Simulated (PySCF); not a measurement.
Series: cyclic III–V and III–VI dimers. All species are isolated molecules in the gas phase. Strings in code marks are SMILES.

The vertical ionisation energy (Delta-SCF) from two functionals at the same geometries (CAM-B3LYP-D3(BJ)/def2-SVP), both in PySCF: PBE-D3(BJ)/def2-TZVP and CAM-B3LYP-D3(BJ)/def2-TZVP. Delta-SCF ions had no search for a lower state. 

```json
[
 {"species": "`[BH2-]1[OH+][BH2-][OH+]1`", "PBE-D3(BJ)/def2-TZVP (eV)": "9.67"},
 {"species": "`[SeH+]1[BH2-][SeH+][BH2-]1`", "PBE-D3(BJ)/def2-TZVP (eV)": "9.31"},
 {"species": "`[AlH2-]1[SH+][AlH2-][SH+]1`", "PBE-D3(BJ)/def2-TZVP (eV)": "9.45"},
 {"species": "`[InH2-]1[SbH2+][InH2-][SbH2+]1`", "PBE-D3(BJ)/def2-TZVP (eV)": "8.02"}
]
```

**Question.** What does CAM-B3LYP-D3(BJ)/def2-TZVP give for each?

**Answer.** 
- `[BH2-]1[OH+][BH2-][OH+]1`: 10.52
- `[SeH+]1[BH2-][SeH+][BH2-]1`: 9.74
- `[AlH2-]1[SH+][AlH2-][SH+]1`: 10.34
- `[InH2-]1[SbH2+][InH2-][SbH2+]1`: 8.51
Over these rows, drawn at random from the members with no instability flagged (it was tested for open shells, ions and some series alone), PBE minus CAM-B3LYP-D3(BJ): mean -0.66 eV, from -0.89 eV to -0.43 eV.
